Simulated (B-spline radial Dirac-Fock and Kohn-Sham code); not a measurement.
# Tl⁶⁺: scattering cross sections and density moments

System: Tl⁶⁺, [Xe] 4f14 5d7.

Calculated with an atomic code on a B-spline grid, using Dirac-Fock densities.

| Item | Value |
| --- | --- |
| Sum of ⟨r⟩ | 34.00 bohr |
| Sum of ⟨r²⟩ | 28.20 bohr² |
| Sum of ⟨1/r⟩ | 629.26 per bohr |
| Langevin diamagnetic susceptibility | -22.3 × 10⁻⁶ cm³/mol |
| Lamb shielding (α²/3)Σ⟨1/r⟩ | 11170 ppm |

Coherent scattering is the Thomson cross section weighted by f₀², without anomalous dispersion; incoherent scattering is Klein-Nishina weighted by S. The Lamb formula is the non-relativistic shielding expression. Electron correlation is left out.

```tsv
hν (keV)	coherent (b)	incoherent (b)	incoherent per electron (b)
2	3495	1.478	0.0197
17.4793	914.8	18.45	0.246
20	774.5	20.01	0.267
30	457.3	24.65	0.329
100	70.58	30.83	0.411
200	20.74	28.08	0.374
500	3.783	21.12	0.282
1000	0.9885	15.67	0.209
```

Incoherent scattering overtakes coherent scattering between 100 and 200 keV.
